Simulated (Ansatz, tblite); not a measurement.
Species of one formula, C$_{4}$H$_{9}$Cl$_{3}$Si (singlet), each relaxed with PBE-D4/def2-SVP in Ansatz.

The xTB rows come from tblite. Correlated methods freeze 24 core orbitals.

Other spin states weren't relaxed.

A: SiCl3(nBu) (C₄H₉Cl₃Si)

B: Si(tBu)Cl3 (C₄H₉Cl₃Si)

Estimate which lies lowest at each level, and how far above it the others are (kcal/mol).


```json
{"level": "GFN1-xTB", "A": "0.0", "B": "1.8"}
{"level": "GFN2-xTB", "A": "1.6", "B": "0.0"}
{"level": "HF/def2-TZVP", "A": "0.0", "B": "4.1"}
{"level": "PBE-D4/def2-SVP", "A": "1.9", "B": "0.0"}
{"level": "PBE-D4/def2-TZVP", "A": "0.9", "B": "0.0"}
{"level": "r2SCAN-D4/def2-TZVP", "A": "0.8", "B": "0.0"}
{"level": "PBE0-D4/def2-SVP", "A": "1.7", "B": "0.0"}
{"level": "PBE0-D4/def2-TZVP", "A": "0.6", "B": "0.0"}
{"level": "r2SCAN0-D4/def2-TZVP", "A": "0.5", "B": "0.0"}
{"level": "CAM-B3LYP-D4/def2-TZVP", "A": "0.1", "B": "0.0"}
{"level": "PBE-QIDH/def2-TZVP", "A": "0.7", "B": "0.0"}
{"level": "RPA@PBE/def2-TZVP", "A": "1.9", "B": "0.0"}
{"level": "MP2/def2-TZVP", "A": "3.1", "B": "0.0"}
```
Point groups (tolerance 0.1 Å): A not assigned, B C3v.
